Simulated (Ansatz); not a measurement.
GeS2⁺, relaxed as a doublet with UKS PBE0-D4/def2-TZVP in Ansatz, starting from the PBE0-D4/def2-TZVP geometry of the neutral singlet. Force threshold 0.02 eV/Å.

The structure comes from a short search, and lower isomers may exist.

Start:

```xyz
3

Ge    0.000    0.000    0.000
S    -0.251    1.917   -0.492
S     0.251   -1.917    0.492
```

(1) Estimate the energy that the relaxation releases and the steps that it takes.

(2) Does the start keep its bonding and symmetry?

(3) Predict the relaxed structure.

## Answers

(1) 0.01 eV, in 3 steps; 4.4 s on 4 threads of Arm Neoverse V2 on a shared host. No frequencies were taken in this run, so the end may be a saddle point.

(2) By distances, no bond broke or formed. The bond that changes most is Ge1–S3, from 1.99 to 2.02 Å (atoms count from 1). Point group D∞h at the start, D∞h at the end, both within 0.05 Å.

(3) 
```xyz
3

Ge    0.000    0.000    0.000
S    -0.253    1.939   -0.497
S     0.253   -1.939    0.497
```
Bond lengths: 2 × Ge–S 2.02 Å.
